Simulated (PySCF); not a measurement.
# Orbital picture of TaI

PBE0 at R = 2.663 Å; basis Ta def2-TZVPP with ECP60, I def2-TZVPP with ECP28; scalar-relativistic core potentials; PySCF 2.14. State: quintet, unpaired electrons σ ↑, π ↑, δ ↑↑. Only the outer orbitals are listed, counted within each symmetry, core potentials removing the inner ones.

```json
{"spin": "α", "orbital": "6σ", "occ.": "1", "ε (eV)": "-18.77", "on Ta (%)": "4", "main shells (%)": "96 I s"}
{"spin": "α", "orbital": "7σ", "occ.": "1", "ε (eV)": "-9.08", "on Ta (%)": "26", "main shells (%)": "71 I p, 17 Ta s, 9 Ta d"}
{"spin": "α", "orbital": "4π", "occ.": "1", "ε (eV)": "-7.92", "on Ta (%)": "21", "main shells (%)": "79 I p, 20 Ta d"}
{"spin": "α", "orbital": "4π", "occ.": "1", "ε (eV)": "-7.74", "on Ta (%)": "12", "main shells (%)": "87 I p, 10 Ta d"}
{"spin": "α", "orbital": "8σ", "occ.": "1", "ε (eV)": "-6.23", "on Ta (%)": "98", "main shells (%)": "62 Ta s, 34 Ta d"}
{"spin": "α", "orbital": "2δ", "occ.": "1", "ε (eV)": "-5.38", "on Ta (%)": "100", "main shells (%)": "100 Ta d"}
{"spin": "α", "orbital": "2δ", "occ.": "1", "ε (eV)": "-5.30", "on Ta (%)": "97", "main shells (%)": "87 Ta d"}
{"spin": "α", "orbital": "5π", "occ.": "1", "ε (eV)": "-5.25", "on Ta (%)": "81", "main shells (%)": "77 Ta d, 18 I p"}
{"spin": "α", "orbital": "5π", "occ.": "0", "ε (eV)": "-2.62", "on Ta (%)": "90", "main shells (%)": "86 Ta d, 8 I p"}
{"spin": "α", "orbital": "9σ", "occ.": "0", "ε (eV)": "-2.34", "on Ta (%)": "89", "main shells (%)": "55 Ta d, 28 Ta p, 10 I p"}
{"spin": "α", "orbital": "6π", "occ.": "0", "ε (eV)": "-0.72", "on Ta (%)": "95", "main shells (%)": "92 Ta p"}
{"spin": "β", "orbital": "3π", "occ.": "1", "ε (eV)": "-38.47", "on Ta (%)": "100", "main shells (%)": "100 Ta p"}
{"spin": "β", "orbital": "3π", "occ.": "1", "ε (eV)": "-37.99", "on Ta (%)": "100", "main shells (%)": "100 Ta p"}
{"spin": "β", "orbital": "6σ", "occ.": "1", "ε (eV)": "-18.77", "on Ta (%)": "4", "main shells (%)": "96 I s"}
{"spin": "β", "orbital": "7σ", "occ.": "1", "ε (eV)": "-8.76", "on Ta (%)": "18", "main shells (%)": "80 I p, 9 Ta s, 8 Ta d"}
{"spin": "β", "orbital": "4π", "occ.": "1", "ε (eV)": "-7.72", "on Ta (%)": "7", "main shells (%)": "93 I p"}
{"spin": "β", "orbital": "4π", "occ.": "1", "ε (eV)": "-7.58", "on Ta (%)": "6", "main shells (%)": "94 I p"}
{"spin": "β", "orbital": "8σ", "occ.": "0", "ε (eV)": "-2.28", "on Ta (%)": "99", "main shells (%)": "91 Ta s"}
{"spin": "β", "orbital": "5π", "occ.": "0", "ε (eV)": "-1.23", "on Ta (%)": "91", "main shells (%)": "91 Ta d"}
{"spin": "β", "orbital": "9σ", "occ.": "0", "ε (eV)": "-1.00", "on Ta (%)": "91", "main shells (%)": "67 Ta d, 24 Ta p"}
```

Question: Which are the highest filled and the lowest empty level, where do they sit, and how wide is the gap?

Answer: Highest filled α 5π at -5.25 eV (in %: 77 Ta d, 18 I p); lowest empty α 5π at -2.62 eV (in %: 86 Ta d, 8 I p); the gap at PBE0 is 2.63 eV. Both belong to one degenerate shell, split only by its one-sided filling, so this is no excitation gap.

The bond order (Mayer) is 1.28. The ⟨S²⟩ is 6.012, the charge on Ta (Mulliken, basis-dependent) is 0.26 and the charge on Ta (Löwdin, basis-dependent) is -0.16. The dipole moment (positive dipole means Ta(−)I(+)) is -3.06 D, the polarisability along the bond is 121.6 bohr³ and the polarisability across the bond is 86.2 bohr³.

Spin–orbit coupling is left out. The state is the lowest single determinant that the PBE0 search found; with open d or f shells the true ground state can be another one.
